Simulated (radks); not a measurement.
Values are calculated unless marked as measured or tabulated.
Charge is removed step by step from the 3p down level of the gadolinium ion Gd+, starting from [Ne] 3s2 3p(up 3, down 3) 3d10 4s2 4p6 4d10 4f7 5s2 5p6 5d1 6s1. Code: a radial shooting solver on a logarithmic mesh with Libxc functionals. Model: non-relativistic Kohn-Sham, LDA (Slater exchange, Perdew-Wang correlation), spin-polarised, spherical densities, point nucleus; open shells are filled with parallel spins first (spin-orbit coupling, left out, can overturn this in heavy ions); relativity is left out, which matters for an element this heavy.

removed (e)	E - E(0) (eV)	eigenvalue (eV)	E minus straight line (eV)
0	0.000	-1495.6	0.000
0.25	375.29	-1506.8	-4.290
0.5	753.41	-1518.2	-5.754
0.75	1134.4	-1529.8	-4.340
1	1518.3	-1541.6	0.000

Removing the whole electron costs 1518.3 eV by Delta-SCF, against 1495.6 eV from minus the eigenvalue at the starting occupation. Slater's transition state (half an electron removed) gives 1518.2 eV. Integrating minus the eigenvalue over the occupation (Janak's theorem) gives 1518.3 eV. The mean slope of the eigenvalue, de/dn, is 46.0 eV per electron.
